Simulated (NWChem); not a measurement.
System: InH₂Cl; SMILES [Cl][InH2]

Input file for NWChem:

```
start job
memory heap 200 mb stack 900 mb global 1100 mb
geometry units angstroms noautoz
  In     0.000000     0.000000     0.666886
  H      0.000000    -1.581653     1.330331
  H      0.000000     1.581653     1.330331
  Cl     0.000000     0.000000    -1.699832
end
basis spherical
  In library def2-tzvp
  H library def2-tzvp
  Cl library def2-tzvp
end
ecp
  In library def2-ecp
end
dft
  xc hfexch
  iterations 150
  mulliken
end
task dft energy
```

Parts of the log:

```
             Northwest Computational Chemistry Package (NWChem) 7.3.0
             --------------------------------------------------------

 C2V symmetry detected

                             Geometry "geometry" -> ""
                             -------------------------

 Output coordinates in angstroms (scale by  1.889725989 to convert to a.u.)

  No.       Tag          Charge          X              Y              Z
 ---- ---------------- ---------- -------------- -------------- --------------
    1 In                  49.0000     0.00000000     0.00000000     0.57216641
    2 H                    1.0000     0.00000000    -1.58165300     1.23561141
    3 H                    1.0000     0.00000000     1.58165300     1.23561141
    4 Cl                  17.0000     0.00000000     0.00000000    -1.79455159

 Effective nuclear repulsion energy (a.u.)     221.9182775620

      Symmetry information
      --------------------

 Group name             C2v
 Group number             16
 Group order               4
 No. of unique centers     3

 Summary of "ao basis" -> "ao basis" (spherical)
 ------------------------------------------------------------------------------
       Tag                 Description            Shells   Functions and Types
 ---------------- ------------------------------  ------  ---------------------
 In                        def2-tzvp                16       50   6s5p3d2f
 H                         def2-tzvp                 4        6   3s1p
 Cl                        def2-tzvp                13       37   5s5p2d1f

      Symmetry analysis of basis
      --------------------------

        a1         42
        a2          9
        b1         22
        b2         26

            General Information
            -------------------
          SCF calculation type: DFT
          Wavefunction type:  closed shell.
          No. of atoms     :     4
          No. of electrons :    40
           Alpha electrons :    20
            Beta electrons :    20
          Charge           :     0
          Spin multiplicity:     1
          Use of symmetry is: on ; symmetry adaption is: on
          Maximum number of iterations: 150
          AO basis - number of functions:    99
                     number of shells:    37
          Convergence on energy requested:  1.00D-06
          Convergence on density requested:  1.00D-05
          Convergence on gradient requested:  5.00D-04

              XC Information
              --------------
                     Hartree-Fock (Exact) Exchange  1.000

      Superposition of Atomic Density Guess
      -------------------------------------

 Sum of atomic energies:        -678.53672683

      Non-variational initial energy
      ------------------------------

 Total energy =    -649.786163
 1-e energy   =   -1166.573965
 2-e energy   =     418.576533
 HOMO         =      -0.337083
 LUMO         =      -0.011175

      Symmetry analysis of molecular orbitals - initial
      -------------------------------------------------

  Numbering of irreducible representations:

     1 a1          2 a2          3 b1          4 b2

  Orbital symmetries:

     1 a1          2 a1          3 a1          4 b2          5 b1
     6 a1          7 b2          8 a1          9 b1         10 a1
    11 a1         12 b2         13 a2         14 b1         15 a1
    16 a1         17 b2         18 b1         19 a1         20 b2
    21 b1         22 a1         23 a1         24 b2         25 b1
    26 a1         27 b2         28 a1         29 a2         30 b1

     ---------------------------------------------
      Total Density - Mulliken Population Analysis
     ---------------------------------------------

    Atom       Charge   Shell Charges
 -----------   ------   -------------------------------------------------------
    1 In  21    20.04   0.39 -0.82  1.55  0.87  0.78  0.44 -0.41  6.38  0.42  0.33  0.07  8.90  1.08  0.06  0.02  0.00
    2 H    1     1.14   0.21  0.55  0.38  0.01
    3 H    1     1.14   0.21  0.55  0.38  0.01
    4 Cl  17    17.67   2.01  0.45  1.52  1.12  0.87  4.19  1.68  1.13  3.04  1.65  0.00  0.01  0.00

   convergence    iter        energy       DeltaE   RMS-Dens  Diis-err
 ---------------- ----- ----------------- --------- --------- ---------
 d= 0,ls=0.0,diis     1   -649.8873845328 -7.48D+02  5.30D-03  1.66D-01
 d= 0,ls=0.0,diis     2   -649.9172000227 -2.98D-02  2.02D-03  4.30D-02
 d= 0,ls=0.0,diis     3   -649.9218979476 -4.70D-03  7.00D-04  1.28D-03
 d= 0,ls=0.0,diis     4   -649.9222513918 -3.53D-04  1.64D-04  7.87D-05
 d= 0,ls=0.0,diis     5   -649.9222702087 -1.88D-05  2.86D-05  6.08D-06
  Resetting Diis
 d= 0,ls=0.0,diis     6   -649.9222715299 -1.32D-06  1.17D-05  5.58D-07
 d= 0,ls=0.0,diis     7   -649.9222717365 -2.07D-07  3.03D-06  5.82D-08

         Total DFT energy =     -649.922271736540
      One electron energy =    -1167.537287151651
           Coulomb energy =      463.549976987765
    Exchange-Corr. energy =      -44.146230772029
 Nuclear repulsion energy =       98.211269199375

 Numeric. integr. density =        0.000000000000

                  Occupations of the irreducible representations
                  ----------------------------------------------

                     irrep           alpha         beta
                     --------     --------     --------
                     a1               10.0         10.0
                     a2                1.0          1.0
                     b1                4.0          4.0
                     b2                5.0          5.0

                       DFT Final Molecular Orbital Analysis
                       ------------------------------------

 Vector   18  Occ=2.000000D+00  E=-4.470749D-01  Symmetry=a1
              MO Center=  4.2D-16,  4.3D-14, -7.7D-01, r^2= 3.7D+00
   Bfn.  Coefficient  Atom+Function         Bfn.  Coefficient  Atom+Function
  ----- ------------  ---------------      ----- ------------  ---------------
    79      0.440349  4 Cl pz                82      0.288395  4 Cl pz
    76      0.195247  4 Cl pz                12      0.181770  1 In pz
    15     -0.179707  1 In pz                70     -0.159694  4 Cl pz
    24     -0.134090  1 In d  0              52     -0.122521  2 H  s
    58     -0.122521  3 H  s                 18     -0.109376  1 In pz

 Vector   19  Occ=2.000000D+00  E=-4.371445D-01  Symmetry=b1
              MO Center= -2.1D-16, -5.8D-17, -1.7D+00, r^2= 1.3D+00
   Bfn.  Coefficient  Atom+Function         Bfn.  Coefficient  Atom+Function
  ----- ------------  ---------------      ----- ------------  ---------------
    77      0.524006  4 Cl px                80      0.363612  4 Cl px
    74      0.241812  4 Cl px                68     -0.192365  4 Cl px
    71     -0.098422  4 Cl px                25     -0.065672  1 In d  1
    16      0.050783  1 In px                10     -0.048516  1 In px
    13      0.042562  1 In px                35      0.028940  1 In d  1

 Vector   20  Occ=2.000000D+00  E=-4.148402D-01  Symmetry=b2
              MO Center= -1.2D-16,  4.5D-14, -5.0D-01, r^2= 4.2D+00
   Bfn.  Coefficient  Atom+Function         Bfn.  Coefficient  Atom+Function
  ----- ------------  ---------------      ----- ------------  ---------------
    78      0.408898  4 Cl py                81      0.295197  4 Cl py
    75      0.191898  4 Cl py                52      0.163719  2 H  s
    58     -0.163719  3 H  s                 14     -0.152676  1 In py
    11      0.151000  1 In py                69     -0.150671  4 Cl py
    23      0.139449  1 In d -1              17     -0.126869  1 In py

 Vector   21  Occ=0.000000D+00  E= 1.443238D-02  Symmetry=b1
              MO Center=  1.0D-13,  1.1D-15,  7.2D-01, r^2= 7.2D+00
   Bfn.  Coefficient  Atom+Function         Bfn.  Coefficient  Atom+Function
  ----- ------------  ---------------      ----- ------------  ---------------
    19      0.698252  1 In px                16      0.283569  1 In px
    10     -0.214012  1 In px                13      0.205042  1 In px
    80     -0.196589  4 Cl px                77     -0.077206  4 Cl px
    74     -0.062486  4 Cl px                35     -0.050237  1 In d  1
    68      0.038758  4 Cl px                 7     -0.033681  1 In px

 Vector   22  Occ=0.000000D+00  E= 6.644410D-02  Symmetry=a1
              MO Center=  4.5D-15,  1.3D-13,  1.1D+00, r^2= 1.1D+01
   Bfn.  Coefficient  Atom+Function         Bfn.  Coefficient  Atom+Function
  ----- ------------  ---------------      ----- ------------  ---------------
    21      1.250909  1 In pz                18     -0.484890  1 In pz
     5     -0.283924  1 In s                 34      0.255761  1 In d  0
     2     -0.185422  1 In s                 15      0.163885  1 In pz
    66      0.147069  4 Cl s                  1      0.136470  1 In s
    67      0.130415  4 Cl s                 82     -0.129856  4 Cl pz

 Vector   23  Occ=0.000000D+00  E= 9.795144D-02  Symmetry=b2
              MO Center=  9.9D-20, -7.5D-14,  4.1D-01, r^2= 1.5D+01
   Bfn.  Coefficient  Atom+Function         Bfn.  Coefficient  Atom+Function
  ----- ------------  ---------------      ----- ------------  ---------------
    20      1.689046  1 In py                53      0.588434  2 H  s
    59     -0.588434  3 H  s                 17     -0.401369  1 In py
    81     -0.175069  4 Cl py                33      0.094489  1 In d -1
    11      0.061664  1 In py                75     -0.040050  4 Cl py
    51      0.038561  2 H  s                 57     -0.038561  3 H  s

     ---------------------------------------------
      Total Density - Mulliken Population Analysis
     ---------------------------------------------

[...]
```

Level: Hartree-Fock/def2-TZVP with def2 effective core potentials on In. Coordinates come from a PBE0/def2-SVP optimisation. def2 effective core potentials on In; no spin-orbit coupling.
